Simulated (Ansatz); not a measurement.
Cl₂Te, singlet, at a GFN2-xTB geometry (core potentials on Te); REVPBE/def2-SVPD (Ansatz, a quantum-chemistry and plane-wave program).

Ansatz was given this input:
Ansatz 0.2 input:
```yaml
crystal:
  periodic: [false, false, false]
  atoms:
    - {symbol: Te, position_ang: [-0.01170558, 0.01195986, 0.61430806]}
    - {symbol: Cl, position_ang: [1.11463884, 1.32379797, -0.94476070]}
    - {symbol: Cl, position_ang: [-1.07883353, -1.36038108, -0.93429926]}
basis:
  gaussian:
    orbitals: def2-SVPD
hamiltonian:
  xc: revpbe
```

It wrote (shortened):

```
Functional definition: revPBE
932 factors; their error is unknown
mean field evaluation 1: about -32327.4179 eV, gradient 1.8e1 eV
mean field evaluation 2: about -32323.5685 eV, gradient 4.0e1 eV
mean field evaluation 4: about -32328.3935 eV, gradient 1.1e0 eV
mean field evaluation 8: about -32328.3811 eV, gradient 7.6e-3 eV
mean field -32328.38106888 eV, -1188.0460913178 hartree, gradient 1.4e-5 eV, S^2 0.000000; 0 other end points of the search recorded, 0 dependent functions left out
reference -32328.38113093 eV, -1188.0460935980 hartree; 29, 29 occupied and 60, 60 virtual orbitals, 932 factors
Total energy: -32328.38113093 eV, -1188.0460935980 hartree
```
